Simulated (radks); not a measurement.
Results of a calculation; reference values are marked as such.
Q: Level of theory: scalar-relativistic Kohn-Sham, PBE, spin-polarised, spherical densities, finite nucleus; open shells are filled with parallel spins first (spin-orbit coupling, left out, can overturn this in heavy ions); Fermi nuclear charge, rms radius of each element as measured or else 0.836 A^(1/3) + 0.57 fm (a radial shooting solver on a logarithmic mesh with Libxc functionals). Response by self-consistent Sternheimer equations with the Hartree and adiabatic LDA kernel, the relativistic mass of each level held fixed and spin-orbit coupling left out. For heavy and open-shell atoms this level of theory can miss by tens of per cent. Rank C, Li+, Cu+, Yb+, Se, Ge+, N+ (NIST ground configurations) by static dipole polarisability, largest first.

A: Yb+ 57.60, Se 27.93, Ge+ 18.73, C 13.55, Cu+ 8.481, N+ 3.843, Li+ 0.2084 bohr^3.
